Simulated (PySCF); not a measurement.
Species: C4H14NPSi2.
Cartesian coordinates in Å at the PBE0-D3(BJ)/def2-SVP level; atoms count from 1:
```xyz
22
C4H14NPSi2 angstrom
C     -1.801    2.512   -0.302
C     -0.782    1.923    0.332
P     -0.618    0.166    0.765
C     -1.669   -0.649   -0.524
C     -1.499   -2.161   -0.518
N      1.001   -0.188    0.220
Si     1.981   -1.013    1.423
Si     1.591    0.123   -1.407
H     -1.834    3.598   -0.425
H     -2.640    1.948   -0.720
H      0.026    2.545    0.740
H     -2.712   -0.378   -0.291
H     -1.443   -0.221   -1.518
H     -2.144   -2.636   -1.272
H     -1.754   -2.588    0.464
H     -0.459   -2.444   -0.741
H      2.185   -0.174    2.641
H      3.306   -1.293    0.788
H      1.361   -2.308    1.840
H      0.735    1.169   -2.038
H      3.006    0.601   -1.350
H      1.554   -1.104   -2.264
```

Level: PBE0/pcSseg-1 in PySCF, non-relativistic, on one gas-phase PBE0-D3(BJ)/def2-SVP geometry that isn't relaxed in the solvent. The solvent is an IEF-PCM continuum (Bondi radii, 1.10 Å for H, scaled by 1.2). Specific hydrogen bonds and non-electrostatic terms are outside this model.

Gas phase at PBE0/pcSseg-1: HOMO -6.58 eV, LUMO -0.67 eV, dipole 1.37 D.

Q: What does the continuum do to the energy, the frontier levels and the dipole at PBE0/pcSseg-1 in chloroform and water?

A: 
```csv
solvent,ε,E(solvent) − E(gas) (kJ/mol),polarisation term (kJ/mol),distortion of the solute (kJ/mol),HOMO (eV),LUMO (eV),dipole (D)
chloroform,4.711,-7.69,-8.37,0.68,-6.57,-0.60,1.74
water,78.36,-11.30,-12.89,1.59,-6.60,-0.60,1.94
```

The polarisation term is half the interaction of the solute with the surface charges that it induces; the rest is the cost of distorting the solute's density. The sum is the electrostatic part of solvation alone. From chloroform to water the lowering changes by a factor 1.47, Onsager's factor (ε − 1)/(2ε + 1) by 1.38 and ε itself by 16.6.

Q: Which radius a makes the point-dipole formula ΔE = −[(ε − 1)/(2ε + 1)]·μ²/a³ give the value in water, with the gas-phase dipole?

A: μ = 0.541 au and |ΔE| = 0.00431 Eh give a = 1.70 Å; the farthest nucleus lies 4.10 Å from the centroid of the nuclei, so such a sphere wouldn't even hold the nuclei. The formula assumes a rigid point dipole at the centre of a sphere.

Q: Give the dipole vector in the frame of the coordinates (D, pointing from negative to positive charge), gas and water.

A: Gas (-0.81, 0.30, -1.07), solvent (-1.06, 0.41, -1.57). Its length changes by +41 % and its direction by 3°.

Q: Which Mulliken charges (PBE0/pcSseg-1) respond most in chloroform (means over atoms taken as equivalent)?

A: 
```
  atoms                  environment  gas (e)  solvent (e)  change
     P3  three-coordinate phosphorus   +0.671       +0.640  -0.031
    H10             vinylic hydrogen   +0.125       +0.137  +0.012
     C1         terminal =CH2 carbon   -0.158       -0.170  -0.012
     H9             vinylic hydrogen   +0.130       +0.139  +0.009
Si7/Si8                 SiH3 silicon   +0.625       +0.635  +0.010
    H11             vinylic hydrogen   +0.143       +0.153  +0.010
```

Q: How do the nuclear quadrupole coupling constants eQVzz/h respond in chloroform?

A: 
```csv
nucleus,Q (barn),gas (MHz),solvent (MHz),η gas,η solvent
14N at N6,0.02044,-3.49,-3.50,0.45,0.44
```

Time: 90 s. Hardware: one thread of an Arm Neoverse N1, no GPU, on a shared host. This is the whole shielding run at PBE0/pcSseg-1 in water, SCF included.
